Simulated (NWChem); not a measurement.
Molecule: C$_{2}$H$_{2}$BFO$_{2}$; SMILES O=C1OCB1F

```xyz
8

O      1.3029    -1.5953     0.0000
C      0.4388    -0.7617     0.0000
O     -0.9446    -1.0236     0.0000
C     -1.4204     0.3781     0.0000
B      0.0988     0.8254     0.0000
F      0.7689     1.9541     0.0000
H     -2.0294     0.5906     0.9039
H     -2.0294     0.5906    -0.9039
```
Atoms are numbered in this order, from 1.

Level: PBE-D3(BJ)/def2-SVP (NWChem), optimised geometry, unscaled harmonic frequencies. 

List the harmonic frequencies with IR intensities, and the thermochemistry.


```tsv
frequency (cm⁻¹)	IR intensity (km/mol)
113	6.9
258	2.5
273	8.2
507	8.6
564	1.3
586	4.1
732	2.1
830	10.6
892	95.7
916	69.4
1066	169.7
1110	0.5
1200	6.5
1390	5.9
1461	320.1
1864	224.8
2992	8.9
3049	4.1
```

- zero-point energy: 28.3 kcal/mol
- thermal correction to the enthalpy at 298.15 K (with zero-point energy): 32.3 kcal/mol
- heat capacity Cv: 18.1 cal/(mol K)
- entropy at 298.15 K and 1 atm (symmetry number 1): 74.8 cal/(mol K)
- dipole moment: 3.48 D

Rigid rotor and harmonic oscillator.
